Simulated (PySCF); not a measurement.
C4H7F3Si, SMILES FC([SiH2]CC=C)(F)F at its GFN2-xTB optimised geometry (Å):

```
15

C      2.2680    -1.7480    -1.0273
C      1.6521    -1.1907    -0.0018
C      1.1044     0.1982     0.0000
Si    -0.7963     0.1982     0.0000
C     -1.3077     2.0800     0.0000
F     -0.8692     2.7410    -1.0918
F     -0.8214     2.7556     1.0625
F     -2.6438     2.2539     0.0285
H      2.6438    -2.7556    -0.9883
H      2.4281    -1.2140    -1.9495
H      1.5022    -1.7481     0.9128
H      1.4756     0.7401    -0.8736
H      1.4625     0.7267     0.8885
H     -1.3964    -0.3384     1.2206
H     -1.3917    -0.3474    -1.2175
```

Computed with PySCF with PBE0/def2-TZVP. Cells within 0.4 Å of a nucleus heavier than hydrogen are left out (blank, or x).

Map of the deformation density (molecule minus spherical neutral atoms) (e/bohr³) on the plane z = 1.2 Å:

```
|1111111111111111111111111|
|1111111111111111111111111|
|1111111111111111111111111|
|1111111111111111111111111|
|1111111112211111111111111|
|1111111016x31111111111111|
|1111111003x61111111111111|
|1111111001111111111111111|
|1111111000000000011111111|
|1111111000000000001111111|
|1111111000000001000111111|
|1111111112100011100111111|
|1111111137410000000111111|
|1111111149410000000111111|
|1111111112110000000111111|
|1111111111110001100111111|
|1111111111111001200111111|
|1111111111111000000111111|
|1111111111111100001111111|
|1111111111111111111111111|
|1111111111111111111111111|
|1111111111111111111111111|
|1111111111111111111111111|
|1111111111111111111111111|
|1111111111111111111111111|
```
Scale: ten equal steps from -0.010 (start of '0') to 0.064 (end of '9'), in the order '0123456789'; x runs from -5.00 to 5.00, y from -5.00 (bottom) to 5.00 (top).
